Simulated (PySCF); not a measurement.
Cd(OMe)(SeH) (CH₄CdOSe), SMILES [Cd]([O]C)[SeH]. Geometry optimised at PBE-D3(BJ)/def2-SVP. The def2 effective core potentials stand for the cores of Cd; spin–orbit coupling is left out. Other conformers were not sampled.

Computed equilibrium geometry at PBE-D3(BJ)/def2-SVP (PySCF confirms it by a frequency run) as Cartesian coordinates in Å (one conformer of several):
```xyz
8

Cd     0.1994    -0.0842    -0.3905
O      0.9776    -0.6457    -2.1418
C      0.7533    -1.9221    -2.6878
H     -0.3207    -2.1436    -2.9096
H      1.2943    -1.9864    -3.6611
H      1.1364    -2.7641    -2.0585
Se    -0.6509     0.7759     1.7515
H     -1.8923     1.2533     1.0853
```
